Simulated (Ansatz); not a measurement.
Basis-set series for `O[SiH](O)[AlH2]`. The species carries charge 0 and has multiplicity 1. All single points use the PBE0-D4/def2-TZVP geometry. It is one conformer, not always the lowest.

```tsv
functional	basis	functions	energy (Eh)	HOMO (eV)	LUMO (eV)
PBE0-D4	def2-SVP	89	-684.74512	-6.99	-2.14
PBE0-D4	def2-QZVPP	404	-685.16338	-7.10	-2.18
ωB97M-V	def2-SVP	89	-685.04538	-8.97	-0.45
ωB97M-V	def2-QZVPP	404	-685.46741	-9.13	-0.64
```

Q: Give the rows for def2-TZVPP. (Estimate.)

A: Ansatz gave: 
```json
{"functional": "PBE0-D4", "basis": "def2-TZVPP", "functions": "216", "energy (Eh)": "-685.13649", "HOMO (eV)": "-7.07", "LUMO (eV)": "-2.15"}
{"functional": "ωB97M-V", "basis": "def2-TZVPP", "functions": "216", "energy (Eh)": "-685.44153", "HOMO (eV)": "-9.09", "LUMO (eV)": "-0.53"}
```
